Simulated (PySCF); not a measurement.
## InSn: frontier orbitals

PBE at R = 2.857 Å; PySCF, scalar-relativistic core potentials, basis sets In cc-pVDZ-PP with ECP28, Sn cc-pVDZ-PP with ECP28. State: ⁴Σ⁻ (quartet), unpaired electrons σ ↑, π ↑↑. Only the outer orbitals are listed, counted within each symmetry, core potentials removing the inner ones.

| spin | orbital | occ. | ε (eV) | on In (%) | main shells (%) |
| --- | --- | --- | --- | --- | --- |
| α | 7σ | 1 | -11.28 | 21 | 77 Sn s, 17 In s |
| α | 8σ | 1 | -8.37 | 73 | 72 In s, 19 Sn s, 8 Sn p |
| α | 9σ | 1 | -4.45 | 45 | 53 Sn p, 38 In p |
| α | 5π | 1 | -4.31 | 26 | 73 Sn p, 25 In p |
| α | 5π | 1 | -4.31 | 26 | 73 Sn p, 25 In p |
| α | 6π | 0 | -2.29 | 74 | 74 In p, 25 Sn p |
| α | 6π | 0 | -2.29 | 74 | 74 In p, 25 Sn p |
| α | 10σ | 0 | -0.27 | 69 | 67 In p, 35 Sn p |
| β | 7σ | 1 | -10.11 | 29 | 70 Sn s, 25 In s |
| β | 8σ | 1 | -7.58 | 69 | 68 In s, 24 Sn s |
| β | 9σ | 0 | -3.27 | 48 | 50 Sn p, 42 In p |
| β | 5π | 0 | -3.12 | 45 | 55 Sn p, 44 In p |
| β | 5π | 0 | -3.12 | 45 | 55 Sn p, 44 In p |

Which are the highest filled and the lowest empty level, where do they sit, and how wide is the gap?

Highest filled α 5π at -4.31 eV (in %: 73 Sn p, 25 In p); lowest empty β 9σ at -3.27 eV (in %: 50 Sn p, 42 In p); the gap at PBE is 1.04 eV.

The bond order (Mayer) is 1.46, the ⟨S²⟩ is 3.752 and the charge on In (Mulliken, basis-dependent) is 0.11. The charge on In (Löwdin, basis-dependent) is 0.05, the dipole moment (positive dipole means In(−)Sn(+)) is -1.27 D and the polarisability along the bond is 177.7 bohr³. The polarisability across the bond is 58.5 bohr³.

Spin–orbit coupling is left out. The state is the lowest determinant that a PBE0 search found; another state may lie lower at other levels.
